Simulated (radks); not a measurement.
Results of a calculation; reference values are marked as such.
All-electron atom: the gadolinium ion Gd0.5+ in [Xe] 4f7.5 5d1 6s1 (fractional occupations, a model configuration). Code: a radial shooting solver on a logarithmic mesh with Libxc functionals. Model: scalar-relativistic Kohn-Sham, PBE, spin-unpolarised, spherical densities, finite nucleus; Fermi nuclear charge, rms radius 5.1569 fm.

Radial electron density D(r) = 4 pi r^2 rho(r):

| r (bohr) | D(r) (e/bohr) |
|---|---|
| 0.003676 | 29.22 |
| 0.00428 | 35.38 |
| 0.004982 | 42.30 |
| 0.0058 | 49.83 |
| 0.006806 | 58.14 |
| 0.007924 | 65.99 |
| 0.009225 | 73.24 |
| 0.01074 | 79.28 |
| 0.0126 | 83.65 |
| 0.01467 | 85.40 |
| 0.01708 | 84.71 |
| 0.01988 | 82.03 |
| 0.02333 | 78.30 |
| 0.02716 | 75.72 |
| 0.03162 | 76.02 |
| 0.03681 | 80.58 |
| 0.0432 | 89.90 |
| 0.05029 | 100.9 |
| 0.05855 | 110.1 |
| 0.06816 | 113.5 |
| 0.07999 | 108.7 |
| 0.09312 | 98.35 |
| 0.1084 | 88.37 |
| 0.1262 | 85.04 |
| 0.1481 | 90.51 |
| 0.1724 | 98.40 |
| 0.2007 | 99.14 |
| 0.2337 | 87.11 |
| 0.2742 | 65.29 |
| 0.3192 | 47.65 |
| 0.3716 | 41.67 |
| 0.4326 | 45.53 |
| 0.5077 | 49.89 |
| 0.591 | 46.68 |
| 0.6881 | 36.80 |
| 0.801 | 25.74 |
| 0.94 | 17.55 |
| 1.094 | 13.49 |
| 1.274 | 11.15 |
| 1.483 | 8.886 |
| 1.74 | 6.224 |
| 2.026 | 3.916 |
| 2.359 | 2.263 |
| 2.746 | 1.309 |
| 3.222 | 0.8122 |
| 3.751 | 0.5647 |
| 4.367 | 0.3860 |
| 5.084 | 0.2351 |
| 5.966 | 0.1166 |
| 6.946 | 0.04899 |
| 8.086 | 0.01634 |
| 9.413 | 0.004168 |
| 11.05 | 0.0007166 |

D(r) has 4 maxima, at r = 0.0151, 0.0676, 0.188, 0.516 bohr, and minima at 0.0290, 0.124, 0.372 bohr, inside which lie 1.93, 11.18, 29.35 electrons.
